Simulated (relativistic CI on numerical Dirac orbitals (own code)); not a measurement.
# V4+ in a cubic cluster: 3s photoemission with charge transfer

Computed with a charge-transfer multiplet model of a cubic metal-ligand cluster with up to 2 ligand holes, Slater and spin-orbit integrals from Dirac-Coulomb-Breit ions, Slater integrals scaled by 0.8. The ground state mixes d1 with configurations of k ligand holes L, whose averages lie at kΔ + k(k − 1)U_dd/2; a core hole lowers each added d electron by U_cd. 300 K, Lorentzian 1.4 eV and Gaussian 0.8 eV FWHM.

Atomic integrals in eV (Slater integrals scaled, ζ unscaled), ground: F2dd 8.057, F4dd 5.049, zeta_d 0.029; with the core hole: F2dd 8.057, F4dd 5.049, zeta_d 0.035, G2cd 9.386. Where a configuration has fewer than two d electrons, the dd integrals are those of d2.

Cluster parameters (eV): U_dd = 4.6, U_cd = 5.2, 10Dq = 2.05, 10Dq(ligand) = 0.5, V(eg) = 2.1, V(t2g) = -1.01, final-state hopping factor = 1.

```csv
Case,n_d,d1,d2L,d3L2,S
Δ = -0.4 eV,1.95,0.24,0.58,0.19,0.50
Δ = 0.6 eV,1.84,0.31,0.55,0.15,0.50
Δ = 2.6 eV,1.62,0.46,0.46,0.08,0.50
Δ = 3.6 eV,1.52,0.54,0.41,0.06,0.50
Δ = 5.6 eV,1.36,0.67,0.30,0.03,0.50
```

Weights, n_d and S are thermal averages at 300 K. Binding energies count from the first peak over 30 % of the highest in each spectrum, which can be another peak from case to case. The parameters are a model scan and need not match a compound or its usual spin state. Peaks in eV (height, largest 100):
- Δ = -0.4 eV: 0.0 (100), 3.6 (36), 5.4 (31), 10.4 (10), 15.6 (5)
- Δ = 0.6 eV: 0.0 (100), 3.6 (37), 5.4 (30), 10.4 (11)
- Δ = 2.6 eV: 0.0 (100), 3.6 (39), 5.6 (27), 8.2 (17), 13.3 (6)
- Δ = 3.6 eV: 0.0 (100), 3.6 (39), 5.7 (25), 8.5 (18), 13.0 (7)
- Δ = 5.6 eV: 0.0 (100), 3.6 (41), 6.2 (20), 8.6 (16), 12.6 (6)

Curve for Δ = 5.6 eV (points under 2 left out, the grid thinned):

```csv
E (eV),Intensity
-3.6,5.0
-3.2,6.2
-2.8,8.0
-2.4,10.6
-2.0,14.9
-1.6,22.2
-1.2,35.5
-0.8,58.3
-0.4,86.8
0.0,100.0
0.4,84.1
0.9,50.8
1.3,33.9
1.7,26.6
2.1,25.7
2.5,28.8
2.9,33.7
3.3,39.0
3.7,40.8
4.1,35.4
4.5,27.2
4.9,21.5
5.3,19.0
5.7,18.9
6.1,19.6
6.5,19.3
6.9,17.2
7.3,14.7
7.7,13.6
8.1,14.6
8.5,16.1
8.9,15.4
9.3,12.5
9.8,8.9
10.2,6.9
10.6,5.6
11.0,4.7
11.4,4.4
11.8,4.6
12.2,5.3
12.6,5.7
13.0,5.1
13.4,3.9
13.8,2.8
14.2,2.1
```

For the case Δ = 2.6 eV, Δ = 2.6 eV is smaller than U_dd = 4.6 eV, the charge-transfer side of the Zaanen-Sawatzky-Allen scheme. With the core hole the configuration with one ligand hole lies at Δ − U_cd = -5.6, -4.6, -2.6, -1.6, 0.4 eV from the one without, in the order of the table; where this is negative the screened configuration lies lower, though the effective hopping of about 4.6 eV (from the holes of the mixed ground state) mixes the two strongly wherever it is as large as the gap.

With at most 2 ligand holes the space is cut while the next configuration still counts, so covalency is underestimated, and a final configuration with one more ligand hole, which can lie low, is missing from the spectra.

Without intra-shell correlation the exchange splitting of the 3s hole comes out too large.
